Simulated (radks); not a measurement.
Values are calculated unless marked as measured or tabulated.
All-electron atom: Si I in [Ne] 3s2 3p2.

Code: a radial shooting solver on a logarithmic mesh with Libxc functionals. Model: scalar-relativistic Kohn-Sham, XLYP, spin-unpolarised, spherical densities, point nucleus.

Energy parts (eV):
| part | energy |
|---|---|
| total | -7894.241 |
| kinetic | 7914.481 |
| electron-nucleus | -18837.393 |
| Hartree | 3598.092 |
| exchange-correlation | -569.421 |

Orbitals (lengths in bohr, moments of r in powers of bohr):
[
 {"orbital": "1s", "occ.": "2", "eigenvalue (eV)": "-1787.884", "<1/r>": "13.64"},
 {"orbital": "2s", "occ.": "2", "eigenvalue (eV)": "-139.3965", "<1/r>": "2.578"},
 {"orbital": "2p", "occ.": "6", "eigenvalue (eV)": "-95.6276", "<1/r>": "2.461"},
 {"orbital": "3s", "occ.": "2", "eigenvalue (eV)": "-10.7187", "<1/r>": "0.6348"},
 {"orbital": "3p", "occ.": "2", "eigenvalue (eV)": "-3.9567", "<1/r>": "0.4835"}
]

The highest occupied level is 3p at -3.957 eV. Summed over all electrons, <r^2> = 33.16 bohr^2, which gives a Langevin (diamagnetic) susceptibility term of -26.3 x 10^-6 cm^3/mol. The density falls to 0.001 e/bohr^3 at r = 4.46 bohr. For comparison, the ionisation energy in NIST's Atomic Spectra Database is 8.152 eV (measured). In exact Kohn-Sham theory the highest level is minus the ionisation energy, but local and semilocal functionals leave it too shallow, through self-interaction and a potential that decays too fast; potentials with the right tail come closer.

Beside tabulated values, note that spin-unpolarised runs miss the spin-polarisation part of the exchange energy of open shells.
